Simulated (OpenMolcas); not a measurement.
Ar IV: effect of the level shift or regulariser

- Program: OpenMolcas 26.06
- Basis: ANO-RCC-VTZP [5s4p2d1f]
- Scalar Hamiltonian: DKH2, point nucleus
- Active space: 5 electrons in 4 orbitals (3s 3p)
- State averaging: 2S+1 = 4 odd, 1 root; 2S+1 = 2 odd, 8 roots; 2S+1 = 4 even, 3 roots; 2S+1 = 2 even, 9 roots
- Spin-orbit coupling: state interaction with AMFI integrals over the reference wave functions, term energies averaged over their components

Methods on the same reference wave functions:
A. CASSCF
B. SS-CASPT2, IPEA 0.25 Eh, imaginary shift 0.1 Eh (closed shells correlated: 2s 2p)
C. SS-CASPT2, IPEA 0.25 Eh, real shift 0.2 Eh (closed shells correlated: 2s 2p)

Energies in eV above 3s2 3p3 4S* 3/2, the measured ground level; measured values from Saloman, J. Phys. Chem. Ref. Data 39, 033101 (2010).

| Level | A | B | C | Measured |
| --- | --- | --- | --- | --- |
| 3s2 3p3 4S* 3/2 | 0.0000 | 0.0000 | 0.0000 | 0.0000 |
| 3s2 3p3 2D* 3/2 | 3.2230 | 2.741 | 2.744 | 2.6149 |
| 3s2 3p3 2D* 5/2 | 3.2414 | 2.755 | 2.758 | 2.6309 |
| 3s2 3p3 2P* 1/2 | 4.5058 | 4.431 | 4.431 | 4.3214 |
| 3s2 3p3 2P* 3/2 | 4.5236 | 4.444 | 4.444 | 4.3435 |
| 3s 3p4 4P 5/2 | 15.6252 | 15.133 | 15.159 | 14.5760 |
| 3s 3p4 4P 3/2 | 15.7424 | 15.251 | 15.277 | 14.6941 |
| 3s 3p4 4P 1/2 | 15.8098 | 15.318 | 15.344 | 14.7595 |
| 3s 3p4 2D 3/2 | 21.9294 | 19.708 | 19.781 | 18.0919 |
| 3s 3p4 2D 5/2 | 21.9320 | 19.711 | 19.784 | 18.1016 |
| 3s 3p4 2S 1/2 | 25.1314 | 23.779 | 23.798 | 22.0484 |
| 3s 3p4 2P 3/2 | 27.8586 | 25.580 | 25.610 | 27.6430 |
| 3s 3p4 2P 1/2 | 27.9998 | 25.723 | 25.753 | 27.7749 |

Deviations, from unrounded energies. A percentage is the sum of absolute deviations over the sum of measured energies, with the sign that they share, or ± where signs differ.

| Against measurement | Levels | A | B | C |
| --- | --- | --- | --- | --- |
| mean absolute deviation (cm-1) | 12 | 11000 | 7500 | 7700 |
| other terms of the ground configuration (%) | 4 | +11.4 | +3.3 | +3.4 |
| other configurations (%) | 8 | +9.1 | ±6.8 | ±6.9 |

B, C lie about equally close to measurement and A furthest from it. The largest miss of B in the table is 3s 3p4 2P 3/2, by -17000 cm-1. The ranking rests on the paired levels alone, and a cruder setting can come out closer through cancelling errors.

Between B and C the level of the table that moves most is 3s 3p4 2D 3/2, by 580 cm-1 (lowest in B, highest in C). Moves below CASPT2's spread within the term are not significant.

The mean deviations of B to C differ by less than CASPT2's widest spread within a term (1100 cm-1), so their order carries little weight.

From A to B the spin-free energies of the other terms of 3s2 3p3 shown, above 4S*, scale by factors of 0.85 to 0.98.

The lowest spin-free term lies below A's lowest term by 0.139 hartree in B, 0.139 hartree in C.

CASPT2 breaks the degeneracy within a term, and the mean is taken; among the terms shown or strongly mixed into the levels shown the widest spread is 1100 cm-1 (3s 3p4 2D, B). Over all roots computed the reference weight is 0.89 to 0.97 in B, 0.92 to 0.97 in C; the roots of lowest weight are the least certain, and an intruder state may touch them. Terms of s pⁿ other than that of highest spin mix with s² pⁿ⁻² d, which this space lacks; all of them can be thousands of cm-1 off, and some have no real level of that name. Measured partners are found by configuration, term and J. A level has none where our copy of the source lacks it or the pairing is in doubt (some pairs that miss far off the trend of their configuration count as doubtful), and it then counts in no deviation. Only configurations of the active space appear.

* marks odd parity.
